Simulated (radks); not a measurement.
Values are calculated unless marked as measured or tabulated.
Question: Ionisation of Al6+, [He] 2s2 2p3, to Al7+, [He] 2s2 2p2, under several functionals. Dirac Kohn-Sham, spin-unpolarised, spherical densities, finite nucleus; open shells are shared between the two j in proportion to 2j + 1; a radial shooting solver on a logarithmic mesh with Libxc functionals. Known Delta-SCF values: AM05 237.45 eV; PBEsol 237.56 eV; BP86 238.03 eV. What does B86b exchange with PBE correlation give, and what is its highest occupied eigenvalue?

Answer: 238.02 eV by Delta-SCF; the 2p3/2 eigenvalue is -216.51 eV. NIST: 241.8 eV (semi-empirical).

Beside tabulated values, note that spin-unpolarised runs miss the spin-polarisation part of the exchange energy of open shells.
